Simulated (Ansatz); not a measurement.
`C[Si](F)(Cl)[SeH]` and `C[Si](O)(F)Cl` differ in one element.

Ansatz, PBE0-D4/def2-TZVP geometries, multiplicity 1. Each molecule was computed in one conformer, which needn't be the lowest.

Scalar relativity is left out up to krypton.

```json
{"property": "size of the dipole moment (PBE/def2-TZVPP) / D", "`C[Si](F)(Cl)[SeH]`": "2.20"}
{"property": "HOMO–LUMO gap (PBE0/def2-TZVPP) / eV", "`C[Si](F)(Cl)[SeH]`": "7.36"}
{"property": "LUMO energy (ωB97M-V/def2-TZVPP) / eV", "`C[Si](F)(Cl)[SeH]`": "1.73"}
{"property": "ideal-gas entropy at 298 K and 1 bar (rigid rotor, harmonic PBE0-D4/def2-TZVP) / J/(mol·K)", "`C[Si](F)(Cl)[SeH]`": "374"}
{"property": "LUMO energy (PBE/def2-TZVPP) / eV", "`C[Si](F)(Cl)[SeH]`": "-0.99"}
{"property": "HOMO energy (PBE0/def2-TZVPP) / eV", "`C[Si](F)(Cl)[SeH]`": "-7.47"}
```

(1) Give the same properties after the change, and the shifts. (Estimate.)

Answers

(1) The calculation gave: 
```
                                                                                  property  `C[Si](O)(F)Cl`  shift
                                            size of the dipole moment (PBE/def2-TZVPP) / D             1.12  -1.08
                                                      HOMO–LUMO gap (PBE0/def2-TZVPP) / eV             9.95   2.59
                                                     LUMO energy (ωB97M-V/def2-TZVPP) / eV             2.14   0.41
ideal-gas entropy at 298 K and 1 bar (rigid rotor, harmonic PBE0-D4/def2-TZVP) / J/(mol·K)              345    -29
                                                         LUMO energy (PBE/def2-TZVPP) / eV            -0.22   0.77
                                                        HOMO energy (PBE0/def2-TZVPP) / eV            -9.27  -1.80
```

With PBE0 the HOMO falls by 1.80 eV and the LUMO rises by 0.77 eV, so the gap widens by about 2.57 eV. PBE moves the HOMO by -1.46 eV and ωB97M-V by -1.93 eV. Dipoles are sizes alone; their direction can turn.

Spin–orbit coupling is left out; it splits and shifts lone-pair levels of the heavy atoms by tenths of an eV.
